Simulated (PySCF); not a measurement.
**Peak assignment**

Molfile (atoms numbered from 1):
```
C8H16BP
     RDKit          3D

 26 26  0  0  0  0  0  0  0  0999 V2000
    0.3509    2.6222   -0.0982 B   0  0  0  0  0  0  0  0  0  0  0  0
    0.2794    0.7993    0.4986 P   0  0  2  0  0  0  0  0  0  0  0  0
   -1.2119   -0.2293    0.0415 C   0  0  0  0  0  0  0  0  0  0  0  0
   -1.1545   -1.5994    0.7050 C   0  0  0  0  0  0  0  0  0  0  0  0
   -1.2074   -0.3695   -1.4837 C   0  0  0  0  0  0  0  0  0  0  0  0
   -2.4492    0.5474    0.4995 C   0  0  0  0  0  0  0  0  0  0  0  0
    1.1179    0.1467    1.9305 C   0  0  0  0  0  0  0  0  0  0  0  0
    1.7063   -0.2390    0.8053 C   0  0  0  0  0  0  0  0  0  0  0  0
    2.8193   -0.9597    0.2428 C   0  0  0  0  0  0  0  0  0  0  0  0
    3.0279   -1.0480   -1.0780 C   0  0  0  0  0  0  0  0  0  0  0  0
    1.4653    2.9973    0.2300 H   0  0  0  0  0  0  0  0  0  0  0  0
    0.1779    2.5605   -1.3087 H   0  0  0  0  0  0  0  0  0  0  0  0
   -0.5626    3.1865    0.4874 H   0  0  0  0  0  0  0  0  0  0  0  0
   -1.1401   -1.5225    1.8032 H   0  0  0  0  0  0  0  0  0  0  0  0
   -2.0440   -2.1844    0.4189 H   0  0  0  0  0  0  0  0  0  0  0  0
   -0.2638   -2.1675    0.3947 H   0  0  0  0  0  0  0  0  0  0  0  0
   -0.3403   -0.9528   -1.8309 H   0  0  0  0  0  0  0  0  0  0  0  0
   -1.1840    0.6114   -1.9811 H   0  0  0  0  0  0  0  0  0  0  0  0
   -2.1194   -0.8955   -1.8112 H   0  0  0  0  0  0  0  0  0  0  0  0
   -3.3599   -0.0007    0.2070 H   0  0  0  0  0  0  0  0  0  0  0  0
   -2.4906    1.5479    0.0444 H   0  0  0  0  0  0  0  0  0  0  0  0
   -2.4672    0.6721    1.5936 H   0  0  0  0  0  0  0  0  0  0  0  0
    1.2087    0.1067    3.0159 H   0  0  0  0  0  0  0  0  0  0  0  0
    3.5064   -1.4379    0.9499 H   0  0  0  0  0  0  0  0  0  0  0  0
    2.3512   -0.5617   -1.7870 H   0  0  0  0  0  0  0  0  0  0  0  0
    3.8824   -1.5940   -1.4843 H   0  0  0  0  0  0  0  0  0  0  0  0
  2  1  1  1
  2  3  1  0
  3  4  1  0
  3  5  1  0
  3  6  1  0
  2  7  1  0
  7  8  2  0
  8  9  1  0
  9 10  2  0
  8  2  1  0
  1 11  1  0
  1 12  1  0
  1 13  1  0
  4 14  1  0
  4 15  1  0
  4 16  1  0
  5 17  1  0
  5 18  1  0
  5 19  1  0
  6 20  1  0
  6 21  1  0
  6 22  1  0
  7 23  1  0
  9 24  1  0
 10 25  1  0
 10 26  1  0
M  CHG  2   1  -1   2   1
M  END
```

Theoretical values (PySCF 2.14): PBE0-D3(BJ)/def2-SVP structure, shieldings: GIAO KT3/pcSseg-1. Equivalent nuclei averaged, in vacuum, one conformer, non-relativistic Hamiltonian.

Chemical shifts δ = σref − σ; TMS for ¹³C, ¹H, all at this level.

Question: Assign these signals to the numbered atoms. ¹³C{¹H} NMR (computed): δ 134.3 (C), 127.8 (CH2), 121.7 (CH), 118.4 (CH), 36.9 (C), 28.9 (CH3).

Answer: 
134.3 → C8, fully substituted alkene carbon: as expected for a trigonal carbon in a double bond
127.8 → C10, terminal =CH2 carbon: an sp2 carbon of a C=C bond
121.7 → C9, alkene CH: the olefinic region
118.4 → C7, alkene CH
36.9 → C3, fully substituted sp3 carbon bonded to P
28.9 → C4/C5/C6, methyl carbon: saturated and bonded to C and H only

Question: Assign these signals to the numbered atoms. ¹H NMR (300 MHz, computed): δ 7.63 (m, 1H), 6.79 (m, 1H), 6.00 (m, 1H), 5.99 (m, 1H), 1.08 (br, 3H), 1.07 (m, 9H).

Answer: 
7.63 → H23, hydrogen on an alkene CH: attached to an sp2 carbon and in the plane of the double bond
6.79 → H24, hydrogen on an alkene CH
6.00 → H26, hydrogen on a terminal =CH2 carbon: attached to an sp2 carbon and in the plane of the double bond
5.99 → H25, hydrogen on a terminal =CH2 carbon
1.08 → H11/H12/H13, hydrogen on a boron bonded to P
1.07 → H14/H15/H16/H17/H18/H19/H20/H21/H22, hydrogen on a methyl carbon

H26 and H25; H11/H12/H13 and H14/H15/H16/H17/H18/H19/H20/H21/H22 lie closer than the usual error of such a calculation, so a measured spectrum could show them in the other order.

Hydrogens on boron are broadened and split by ¹¹B (spin 3/2, 80 %) and 10B (spin 3). Splittings by ³¹P in the carbon and heteronuclear signals aren't shown, as no couplings were computed. Shifts are as computed, not scaled to solution data. Of 1313 compounds with measured shifts, 239 miss one by over three times the rms of a fit or turn the order of signals round; such compounds aren't used in these exercises. No couplings were computed; multiplicities are counted from neighbouring protons, with m where these are inequivalent, close in shift, in a saturated or five-membered ring or joined by F or P, and br s for small geminal =CH2 splittings.
